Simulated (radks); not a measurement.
F III, configuration [He] 2s2 2p3.

All-electron calculation, Dirac Kohn-Sham, exchange-only LDA, spin-unpolarised, spherical densities, finite nucleus; open shells are shared between the two j in proportion to 2j + 1; Fermi nuclear charge, rms radius 2.8976 fm. Program: a radial shooting solver on a logarithmic mesh with Libxc functionals.

Energy parts (eV):
part                 energy
total             -2626.761
kinetic            2631.822
electron-nucleus  -6060.398
Hartree            1018.263
exchange           -216.448

Orbitals (lengths in bohr, moments of r in powers of bohr; r(90%) holds 90 % of the orbital's charge):
orbital  occ.  eigenvalue (eV)  r(90%)   <1/r>  small-component weight
1s1/2       2        -703.3684   0.317   8.589                9.80e-04
2s1/2       2         -65.8723    1.46   1.578                1.30e-04
2p1/2       1         -47.4461    1.51   1.473                1.17e-04
2p3/2       2         -47.3595    1.51   1.470                1.17e-04
3s1/2       0         -14.5375    4.43  0.4653                2.45e-05
3p1/2       0         -11.0345    5.13  0.4043                1.98e-05
3p3/2       0         -11.0249    5.14  0.4039                1.97e-05
3d3/2       0          -7.1113    6.47  0.2947                1.05e-05
3d5/2       0          -7.1109    6.47  0.2946                1.05e-05

The highest occupied level is 2p3/2 at -47.359 eV. For comparison, the ionisation energy in NIST's Atomic Spectra Database is 62.708 eV (semi-empirical). In exact Kohn-Sham theory the highest level is minus the ionisation energy, but local and semilocal functionals leave it too shallow, through self-interaction and a potential that decays too fast; potentials with the right tail come closer.

Beside tabulated values, note that spin-unpolarised runs miss the spin-polarisation part of the exchange energy of open shells.
